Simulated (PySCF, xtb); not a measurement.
CH9FOSi3, SMILES C[SiH2][SiH2]O[SiH2]F. Other conformers were not sampled.

Harmonic wavenumbers (cm⁻¹) from GFN2-xTB in xtb at its own minimum, in rising order: 14, 23, 38, 59, 114, 132, 173, 272, 348, 439, 453, 547, 562, 564, 588, 626, 649, 722, 740, 752, 778, 797, 810, 816, 830, 838, 1111, 1373, 1493, 1497, 2138, 2166, 2177, 2200, 2363, 2383, 3033, 3036, 3048.

### Question
What does PBE-D3(BJ)/def2-SVP (PySCF 2.14.0) give at its own minimum? (Estimate from the structure and the level; the computed values follow.)

### Answer
30, 46, 68, 73, 102, 151, 192, 336, 344, 420, 491, 592, 631, 645, 678, 681, 698, 717, 796, 829, 856, 864, 895, 914, 946, 948, 1051, 1215, 1386, 1387, 2133, 2151, 2152, 2163, 2199, 2220, 2978, 3079, 3081. Paired by order, the mean absolute difference is 59 cm⁻¹ and the zero-point energies are 58.2 and 58.8 kcal/mol.
